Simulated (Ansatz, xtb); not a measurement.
## A geometry optimisation of C2H5AlF2 with r2SCAN-D4/def2-SVP

The starting geometry of this gas-phase singlet was built from a drawn formula by distance geometry and a force field; its bonds are those of `[CH3][AlH][CH](F)F`.

```xyz
10

C     0.3603   -1.4866   -1.5185
C    -1.3504   -0.4322    1.3027
Al   -1.2625   -0.6672   -0.6865
F    -2.4471   -1.0751    1.7506
F    -0.2214   -0.9460    1.8974
H     1.2306   -0.9367   -1.2694
H     0.2187   -1.5319   -2.6267
H     0.4552   -2.5076   -1.1096
H    -2.4665   -0.1285   -1.5990
H    -1.4572    0.6392    1.5401
```

Problem. Where would you expect an optimisation with r2SCAN-D4/def2-SVP to take it?

Solution. A new bond forms, giving a structure with F4 bridging Al3 and C2, given below by its coordinates. Distances that change by over a tenth: C2–F4 (1.35 → 1.62 Å). Contacts that close: Al3–F4 (2.74 → 1.93 Å).

The energy falls by 0.35 eV over 32 steps:

```tsv
step	E − E(last) (eV)
1	0.351
4	0.168
8	0.144
11	0.103
15	0.016
18	0.010
22	0.005
25	0.001
29	0.000
32	0.000
```

Final geometry (Å):

```xyz
10

C     0.2486   -1.5622   -1.4250
C    -1.1683   -0.2111    1.2951
Al   -1.1746   -0.4659   -0.6768
F    -2.1075   -1.3972    0.7267
F    -0.2871   -0.8220    2.0800
H     0.9792   -0.9519   -1.9843
H    -0.1357   -2.3150   -2.1347
H     0.8053   -2.1007   -0.6401
H    -2.2024    0.4289   -1.4865
H    -1.8977    0.3245    1.9266
```

From the same start GFN2-xTB reaches the same bonding as this run.

The end wasn't checked by frequencies. Run with Ansatz 0.2.0, 57 s on 2 threads of Intel(R) Xeon(R) Processor @ 2.70GHz (shared host).
